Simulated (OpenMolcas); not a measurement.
Computed levels of 4d in ions with 37 electrons, in cm-1 above ²D_3/2.

```json
{"Program": "OpenMolcas", "Method": "CASSCF", "Basis": "ANO-RCC-VTZP", "Scalar Hamiltonian": "DKH2, point nucleus", "Spin-orbit coupling": "state interaction with AMFI integrals over the reference wave functions, term energies averaged over their components"}
```

Active space for each ion: 1 electron in 5 orbitals (4d).

```tsv
Level	Zr3+	Nb4+	Mo5+	Ru7+
²D_5/2	1226	1848	2484	4195
```

Question: Estimate ²D_5/2 for Tc6+ from its neighbours Mo5+ and Ru7+.

Answer: ²D_5/2 is fine structure, which grows about as the fourth power of a screened charge, so the fourth roots are averaged: ((2484^0.25 + 4195^0.25) / 2)^4 = 3256. The calculation gives 3291, so the estimate is off by -1.1 %.

With one active electron the reference holds no correlation, so core polarisation is missing. Levels of configurations outside the active space are missing.
